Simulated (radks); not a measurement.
Results of a calculation; reference values are marked as such.
Task: Dipole-allowed excitations along the series with 28 electrons in [Ar] 3d10. Code: a radial shooting solver on a logarithmic mesh with Libxc functionals. Model: non-relativistic Kohn-Sham, exchange-only LDA, spin-polarised, spherical densities, point nucleus. Time-dependent linear response with the Hartree and adiabatic exchange-only LDA kernel, continuum included through the Sternheimer equations. Lines are the poles of the dipole polarisability below minus the highest occupied eigenvalue, found on a grid refined at the orbital gaps; the lowest seven at most are given, and weak or close lines can be missed. The first line takes the name of the lowest orbital gap if no other gap lies below it; otherwise a line is named after a gap within 0.6 % of it, if that gap stands alone.

species  -e(HOMO) (eV)  lowest orbital gap (eV)  first line (eV)      f  strongest line (eV)  its f  static alpha (bohr^3)
Tc15+           579.28             3d-4p 266.62   268.84 (3d-4p)  0.461  377.20 (unassigned)   3.41                0.05012
Ru16+           643.92             3d-4p 295.73   298.07 (3d-4p)  0.452  414.11 (unassigned)   3.70                0.04276
Rh17+           711.65             3d-4p 326.19   328.64 (3d-4p)  0.444  452.32 (unassigned)   3.99                0.03676
Ag19+           856.36             3d-4p 391.14   393.83 (3d-4p)  0.428  532.37 (unassigned)   4.39                0.02769
Cd20+           933.32             3d-4p 425.63   428.44 (3d-4p)  0.421  573.29 (unassigned)   2.93                0.02424

Estimate the first line of Pd18+, its oscillator strength and the static polarisability.

Result: 360.57 eV (3d-4p), f = 0.436, alpha = 0.03181 bohr^3.
